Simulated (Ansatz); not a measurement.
`[SiH3][S][SnH3]` + `C[O][GeH]([OH])[Cl]` → `C[O][GeH]([Cl])[O][SiH3]` + `[SH][SnH3]`  (ligand exchange at the Si–S bond)

Gas-phase electronic energies from Ansatz, PBE0-D4/def2-TZVP geometries. CCSD(T)/CBS adds triple-zeta CCSD(T) − MP2 to the extrapolated MP2 energy (def2 sets, frozen cores). DFT in def2-TZVPP. B3LYP here is the variant with VWN-RPA as its local correlation; programs differ in this. Elements past krypton have def2 core potentials. For Ge, Sn outer-core shells are correlated without core-valence functions, which leaves a few kJ/mol of doubt a bond. Scalar relativity is left out up to krypton. One conformer a species, not always the lowest.

Is it downhill or uphill in electronic energy at CCSD(T)/CBS, and by how much? (An estimate is asked.)

Computed: Downhill: ΔE = -36.7 kJ/mol.

What do these levels give: B2PLYP, B3LYP, CCSD/def2-TZVPP, CCSD(T)/def2-TZVPP, MP2/def2-QZVPP, CCSD/CBS(def2)? (Estimate.)

Computed: B2PLYP -40.9, B3LYP -40.5, CCSD/def2-TZVPP -43.9, CCSD(T)/def2-TZVPP -40.7, MP2/def2-QZVPP -35.0, CCSD/CBS(def2) -39.8 kJ/mol.

Largest T1 diagnostic among the species: 0.013.

In def2-TZVPP, CCSD(T) changes the Hartree–Fock value by +15.6 kJ/mol (the triples alone add +3.1 kJ/mol) and MP2 by +19.7 kJ/mol. From PBE to PBE0 (25 % exact exchange), in def2-TZVPP and without D4, ΔE moves by −4.3 kJ/mol.
